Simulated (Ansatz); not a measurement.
One change: `SB1N[SiH2]1` becomes `FCB1N[SiH2]1`.

Ansatz, PBE0-D4/def2-TZVP geometries, multiplicity 1. Each molecule was computed in one conformer, which needn't be the lowest.

| property | `SB1N[SiH2]1` |
| --- | --- |
| LUMO energy (B3LYP/def2-TZVPP) / eV | -0.55 |
| LUMO energy (PBE0/def2-TZVPP) / eV | -0.33 |
| HOMO–LUMO gap (PBE0/def2-TZVPP) / eV | 6.91 |
| HOMO–LUMO gap (B3LYP/def2-TZVPP) / eV | 6.49 |
| HOMO energy (PBE/def2-TZVPP) / eV | -6.14 |
| size of the dipole moment (PBE/def2-TZVPP) / D | 1.96 |

Give the same properties after the change, and the shifts. (An estimate is asked.)

The calculation gave: 
```tsv
property	`FCB1N[SiH2]1`	shift
LUMO energy (B3LYP/def2-TZVPP) / eV	-0.52	0.03
LUMO energy (PBE0/def2-TZVPP) / eV	-0.28	0.05
HOMO–LUMO gap (PBE0/def2-TZVPP) / eV	6.89	-0.02
HOMO–LUMO gap (B3LYP/def2-TZVPP) / eV	6.47	-0.02
HOMO energy (PBE/def2-TZVPP) / eV	-6.07	0.07
size of the dipole moment (PBE/def2-TZVPP) / D	2.81	0.85
```

Dipoles are sizes alone; their direction can turn.

B3LYP here is the variant with VWN-RPA as its local correlation; programs differ in this.
